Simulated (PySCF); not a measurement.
Gas-phase reaction: 3 In2O + 3 I2 ⇌ 6 InI + O3. Level: ωB97X-V/def2-TZVP†; standard pressure 1 bar.

Method: PySCF energies plus ideal-gas RRHO corrections (1 bar). † marks an energy on the PBE0/def2-TZVP geometry and frequencies. All species are closed-shell singlets. I, In: scalar-relativistic def2 core potential, no spin-orbit coupling. The harmonic model lacks anharmonicity and excited electronic states, which grow with temperature; levels with a mode under 35 cm⁻¹ are left out. Strong static correlation: O3. Soft modes under 120 cm⁻¹ make the harmonic entropy rough for In2O.

```tsv
T (K)	1000/T (1/K)	log10 K
500	2.0000	-12.46
600	1.6667	?
800	1.2500	-5.22
1000	1.0000	-2.87
1200	0.8333	-1.34
1400	0.7143	-0.28
```

Task: Fit log10 K = a + b·(1000/T) to the five rows, get the mean ΔH° and ΔS°, and predict log10 K at 600 K.

Result: Means: 1000/T = 1.1595, log10 K = -4.434. Sums of products about the means: Sxy = -9.92507, Sxx = 1.044680, so b = Sxy/Sxx = -9.50 and a = -4.434 − (-9.50)×1.1595 = 6.58.
ΔH° = −R ln 10 × 1000 K × b = −19.145 × (-9.50) = 182 kJ; ΔS° = R ln 10 × a = 126 J/K. The run's own values go from 188 kJ and 137 J/K at 500 K to 170 kJ and 116 J/K at 1400 K.
Prediction at 600 K: 6.58 + (-9.50)×1.6667 = -9.25. The computed value is -9.21, 0.04 from the line.
For scale, ΔH°(298 K) is 192 kJ at this level, 201 kJ at ωB97M-V/def2-TZVP†, and runs from 50 to 201 kJ over the 18 levels computed.
